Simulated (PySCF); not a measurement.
A structure optimised at PBE-D3(BJ)/def2-SVPD, used in a PySCF frequency run:

```xyz
3

Cl     0.0000     0.0000     2.6266
I      0.0000     0.0000     0.0000
Cl     0.0000     0.0000    -2.6266
```
Charge -1, spin multiplicity 1.

**Question.** Write its SMILES, formula and point group.

**Answer.** Cl[I-]Cl, Cl2I, D∞h

**Question.** What are its rotational constants (standard atomic weights)?

**Answer.** 1.0332 GHz (linear rotor, B only)
